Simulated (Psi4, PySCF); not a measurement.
C₆H₆N, doublet, at a GFN2-xTB geometry, atoms displaced at random by about 0.03 Å a coordinate. Base run: TPSS/STO-3G, gradient run with PySCF.

The PySCF input:
```python
from pyscf import gto, scf, dft

mol = gto.Mole()
mol.atom = '''
    C    -2.35877172    0.05038401   -0.06890329
    C    -0.88727833    0.02672751   -0.03996704
    C    -0.08346610    0.83843290    0.81332494
    C     1.26605673    0.76782263    0.75893348
    C     1.88562371   -0.19521609   -0.07853958
    C     0.99444338   -0.92788255   -0.85899329
    N    -0.20791801   -0.83812700   -0.83592087
    H    -2.77346799   -0.44208371    0.77802327
    H    -2.64065237    1.09024171   -0.10183861
    H    -2.65251401   -0.44993337   -0.96847073
    H    -0.61491741    1.51802346    1.46118914
    H     1.87382251    1.35973127    1.38977768
    H     2.95811766   -0.29925546   -0.08921717
'''
mol.basis = 'sto-3g'
mol.spin = 1
mol.verbose = 3
mol.build()

mf = dft.UKS(mol)
mf.xc = 'tpss'
mf.kernel()
g = mf.nuc_grad_method()
grad = g.kernel()
```

Programs used: Psi4, PySCF; a row that names a program was run with it.

The coordinate followed is y of atom 1.

The base run was repeated with changes; each row names its change, and settings that it needs were set with it.

```tsv
change	dE/dx (Eh/bohr)	net force (Eh/bohr)
base	-0.013249	0.000022
conv_tol = 1e-4	-0.013244	0.000022
finite difference step (bohr) = 1e-3; conv_tol = 1e-11	-0.013250	-
conv_tol = 1e-11	-0.013249	0.000022
grids.level = 5; grid_response = off	-0.013248	0.000007
grids.level = 1; grid_response = on	-0.013165	0.000000
grids.level = 0; grid_response = off	-0.012323	0.022589
code = psi4	-0.013244	0.000045
finite difference step (bohr) = 1e-5; conv_tol = 1e-11	-0.013251	-
grid_response = on	-0.013250	0.000000
density fitting = on	-0.013245	0.000022
density fitting = on; auxbasis_response = off	-0.013194	0.002019
```

The net force is zero for an exact gradient.

Open shells are given as the SCF converged; they aren't shown to be the lowest states, and a large step between rows can be another state.
